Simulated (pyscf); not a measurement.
## :HSi–SH (SMILES [SiH]S), singlet

Gas-phase minimum from PySCF at ωB97X-D3(BJ)/def2-SVP, one conformer. :HSi–SH [singlet] lies 9.3 kcal/mol over its isomer H₂Si=S, and others may lie lower still (electronic energy, ωB97M-D3(BJ)). 

```
S
H 1 1.3494
Si 1 2.1186 2 97.42
H 3 1.5245 1 90.53 2 180.00
```

Properties at ωB97X-D3(BJ)/def2-SVP:

```
Quantity                                                                                                                                            Result
---------------------------------------------------------------------------------------------------------------------  -----------------------------------
Harmonic wavenumbers, unscaled                                                                                         547, 646, 657, 933, 2098, 2742 cm⁻¹
Zero-point energy                                                                                                                            10.9 kcal/mol
Rotational symmetry number                                                                                                                               1
Entropy of this conformer at 298 K and 1 atm, rigid rotor and harmonic oscillator, modes under 100 cm⁻¹ raised to 100                      256.0 J/(mol K)
Dipole moment                                                                                                                                       0.68 D
```

Single-point totals, which compare only within one level (frozen core for MP2 and CC):

```
level                   total energy (hartree)
----------------------  ----------------------
ωB97X-D3(BJ)/def2-TZVP              -688.91908
PBE/def2-TZVP                       -688.56567
r²SCAN/def2-TZVP                    -688.82789
B3LYP-D3(BJ)/def2-TZVP              -688.93353
PBE0-D3(BJ)/def2-TZVP               -688.62556
M06-2X/def2-TZVP                    -688.84544
ωB97M-D3(BJ)/def2-TZVP              -688.97821
HF/def2-TZVPP                       -687.63099
MP2/def2-TZVPP                      -687.91401
CCSD/def2-TZVPP                     -687.95023
CCSD(T)/def2-TZVPP                  -687.96515
```

The CCSD(T) − MP2 part came from Ansatz, without density fitting, on the same reference.
